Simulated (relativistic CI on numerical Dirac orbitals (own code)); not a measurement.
## Spin-allowed bands of a d2 ion in an octahedral site, by hand

Problem. Take Δ = 24900 cm⁻¹ and B = 570 cm⁻¹ for a d2 ion in an octahedral site. Calculate the three spin-allowed bands.

Working.
1. The terms of highest spin are 3F (energy 0) and 3P (15B = 8550 cm⁻¹). Here the F term splits into A2 at +1.2Δ = 29880, T2 at +0.2Δ = 4980 and T1 at −0.6Δ = -14940 cm⁻¹.
2. The two T1 states mix through the element 0.4Δ: H = [[-14940, 9960], [9960, 8550]], with roots ½(H₁₁ + H₂₂) ∓ ½√[(H₂₂ − H₁₁)² + 4H₁₂²] = ½(-6390) ∓ ½(30799) = -18595 and 12205 cm⁻¹.
3. The ground term is 3T1 at -18595 cm⁻¹.
4. Bands: 3T2 23575 cm⁻¹ (424 nm), 3T1(P) 30799 cm⁻¹ (325 nm), 3A2 48475 cm⁻¹ (206 nm).

Check. Exact diagonalisation of the whole d2 shell with these parameters gives 3T2 23575, 3T1 30799, 3A2 48475 cm⁻¹. The match is exact, since without spin-orbit coupling no other term has this spin. The ratio of the second band to the first, 1.306, depends on Δ/B = 43.7 alone, which is how a Tanabe-Sugano diagram is read.
